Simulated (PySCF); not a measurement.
Excitation energy of Cd⁺ by level of theory

Cd⁺ [Kr] 4d10 5s1 (2S) → Cd⁺ [Kr] 4d9 5s1 5p1 (high-spin determinant), as a difference of total energies. Computed with PySCF 2.14 in aug-cc-pwCVDZ-PP with ECP28MDF (6s6p5d3f, 70 functions), with scalar relativity through the core potential. Correlated levels: valence: 4s2 4p6 frozen; valence and next inner shell: nothing frozen outside the core potential. The calculations carry no spin-orbit coupling.

| method | excitation energy (eV) |
| --- | --- |
| UHF | 12.277 |
| LDA | 13.819 |
| PBE | 13.574 |
| PBE0 | 13.472 |
| r2SCAN | 13.359 |
| BHandHLYP | 13.414 |
| B2PLYP | 13.698 |
| TPSSh | 13.357 |
| wB97X | 13.815 |
| MP2 (valence) | 14.043 |
| SCS-MP2 (valence) | 13.968 |
| MP2 (valence and next inner shell) | 13.726 |
| SCS-MP2 (valence and next inner shell) | 13.621 |

Problem. How much does correlation contribute at MP2 (valence and next inner shell)?

Solution. 13.726 − (12.277) = 1.449 eV, measured against UHF.

The determinant of the upper state mixes LS terms, which raises its energy above the lowest term, most at the Hartree-Fock and MP2 levels.
